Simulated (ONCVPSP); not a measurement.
**What one change does to a pseudopotential (vanadium, ONCV)**

```
Element                 : V
Generator               : ONCVPSP 4.0.1
Type                    : optimised norm-conserving Vanderbilt (ONCV)
Functional              : PBEsol
Relativity              : scalar-relativistic
Frozen core             : [Ar]
Valence charge          : 5
Reference configuration : 3d3 4s2
Partial waves           : 4s: rc 2.30 bohr, ncon 4, nbas 7, qcut 3.2 1/bohr, 2 projectors, debl 3.4 Ha; p scattering state at 0.1 Ha: rc 2.35 bohr, ncon 3, nbas 6, qcut 3.9 1/bohr, 1 projector; 3d: rc 1.15 bohr, ncon 3, nbas 7, qcut 9.4 1/bohr, 3 projectors, debl 3.3 Ha
Local potential         : polynomial inside 1.00 bohr (lpopt 5, dvloc0 0 Ha)
Core correction         : none
```

All-electron outer shells of the reference configuration (PBEsol, scalar-relativistic, ld1.x):

```csv
shell,level (eV),outermost node (bohr),outermost maximum (bohr)
3p,-43.95,0.35,0.84
3d,-5.18,–,0.90
4s,-4.72,1.17,2.76
```

Change: s: qcut 2.8; p: qcut 3.4; d: qcut 8.3.

Cutoffs: the cutoffs (Ha) at which the residual kinetic energy of the hardest occupied pseudo-wave falls to 1 and 0.1 mHa per electron; they do not see the model core or the augmentation charge, which bear on the density cutoff. Errors are all-electron minus pseudo energies relative to the spin-unpolarised reference configuration.

What does the change do?

The potential gets harder (45 Ha and 148 Ha → 130 Ha and 219 Ha); both files keep a bound ghost (p, s); the errors of the 4 common tests hardly move.

| quantity | base | changed |
| --- | --- | --- |
| cutoff, loose | 45 Ha | 130 Ha |
| cutoff, tight | 148 Ha | 219 Ha |
| loose cutoff by channel | s 3.2 Ha, d 45 Ha | s 3.0 Ha, d 130 Ha |
| bound ghosts | s, p | s, p |
| GHOST(+) flags under 300 eV | none | none |
| error for 3d3 4s1, meV [ΔE 7.75 eV] | -6.4 | -6.3 |
| error for 3d3 4s0, meV [ΔE 21.95 eV] | +49 | +51 |
| error for 3d2 4s0, meV [ΔE 50.80 eV] | +170 | +164 |
| error for 3d3.5 4s1.5, meV [ΔE 0.05 eV] | -26 | -23 |
| s: phases at 2.33 bohr within 0.05 rad from the reference energy up to (Ha; the scan ends near 5) | 3.7 | 3.7 |
| p: phases at 2.38 bohr within 0.05 rad from the reference energy up to (Ha; the scan ends near 5) | 1.9 | 1.9 |
| d: phases at 1.17 bohr within 0.05 rad from the reference energy up to (Ha; the scan ends near 5) | to the end of the scan | to the end of the scan |

 A true bound ghost makes a file unfit for plane-wave use even where its test errors are small: the radial tests pick states by their node count and pass the ghost by.
